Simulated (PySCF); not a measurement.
Compound: C5H15OPSi.
Geometry (GFN2-xTB, Å), atoms numbered from 1 in this order:
```xyz
23
C5H15OPSi angstrom
C      3.5708   -0.0003   -0.1073
C      2.4693   -0.8395   -0.7506
O      1.2684   -0.8662   -0.0155
C      0.5245    0.3365    0.0104
Si    -1.0917   -0.2006    0.8994
P     -0.6269   -2.3839    0.9971
C     -2.6474    0.3667   -0.0661
C     -2.8318    1.8809   -0.0708
H      4.4975   -0.1349   -0.6589
H      3.7219   -0.3147    0.9226
H      3.3132    1.0565   -0.1177
H      2.2717   -0.4745   -1.7713
H      2.7835   -1.8853   -0.8072
H      1.0593    1.1203    0.5562
H      0.3599    0.6997   -1.0131
H     -1.1361    0.3799    2.2531
H     -0.8346   -2.6164   -0.3515
H     -1.9176   -2.7957    1.3094
H     -3.5303   -0.0978    0.3748
H     -2.5953    0.0105   -1.0973
H     -3.7199    2.1592   -0.6355
H     -1.9723    2.3716   -0.5210
H     -2.9409    2.2551    0.9436
```

Mulliken charges (e) from the PBE0/pcSseg-1 density (PySCF), one withheld:

```json
{"atom": "C1", "bonded to": "C2 H9 H10 H11", "charge": "-0.3156"}
{"atom": "C2", "bonded to": "C1 O3 H12 H13", "charge": "+0.0376"}
{"atom": "O3", "bonded to": "C2 C4", "charge": "-0.5549"}
{"atom": "C4", "bonded to": "O3 Si5 H14 H15", "charge": "-0.2108"}
{"atom": "Si5", "bonded to": "C4 P6 C7 H16", "charge": "+0.5809"}
{"atom": "P6", "bonded to": "Si5 H17 H18", "charge": "?"}
{"atom": "C7", "bonded to": "Si5 C8 H19 H20", "charge": "-0.5573"}
{"atom": "C8", "bonded to": "C7 H21 H22 H23", "charge": "-0.2903"}
{"atom": "H9", "bonded to": "C1", "charge": "+0.1150"}
{"atom": "H10", "bonded to": "C1", "charge": "+0.1234"}
{"atom": "H11", "bonded to": "C1", "charge": "+0.1135"}
{"atom": "H12", "bonded to": "C2", "charge": "+0.0899"}
{"atom": "H13", "bonded to": "C2", "charge": "+0.1203"}
{"atom": "H14", "bonded to": "C4", "charge": "+0.1303"}
{"atom": "H15", "bonded to": "C4", "charge": "+0.1131"}
{"atom": "H16", "bonded to": "Si5", "charge": "-0.0544"}
{"atom": "H17", "bonded to": "P6", "charge": "+0.0483"}
{"atom": "H18", "bonded to": "P6", "charge": "+0.0172"}
{"atom": "H19", "bonded to": "C7", "charge": "+0.1445"}
{"atom": "H20", "bonded to": "C7", "charge": "+0.1414"}
{"atom": "H21", "bonded to": "C8", "charge": "+0.1211"}
{"atom": "H22", "bonded to": "C8", "charge": "+0.1108"}
{"atom": "H23", "bonded to": "C8", "charge": "+0.1187"}
```

**Question.** What is the charge on P6?

**Answer.** The charges add up to the total charge, 0. The others sum to +0.1427, which leaves -0.1427 e for P6 (three-coordinate phosphorus); the computed value is -0.1425, the difference coming from rounding.

**Question.** Add each hydrogen's charge to the atom that carries it.

**Answer.** C1 +0.0363, C2 +0.2478, C4 +0.0326, Si5 +0.5265, P6 -0.0770, C7 -0.2714, C8 +0.0603. Atoms without hydrogen keep their charges.

**Question.** Across which bond do the charges differ most?

**Answer.** Si5–C7: +0.5809 on Si5 against -0.5573 on C7, a difference of 1.1382 e. The lower charge is on the more electronegative element of the two (Pauling values: C 2.55, Si 1.90).

**Question.** Take the bonds between elements whose Pauling electronegativities differ by more than 0.25. In how many does the more electronegative atom carry the lower charge?

**Answer.** In 18 of 18.

**Question.** How much positive and how much negative charge does this set hold in all?

**Answer.** +2.1260 e on 16 atoms and -2.1258 e on 7.

The Mulliken scheme counts on each atom the diagonal of the density matrix times the overlap matrix over that atom's basis functions. One conformer (not necessarily the lowest) at the GFN2-xTB geometry, without solvent, vibrations or thermal averaging.
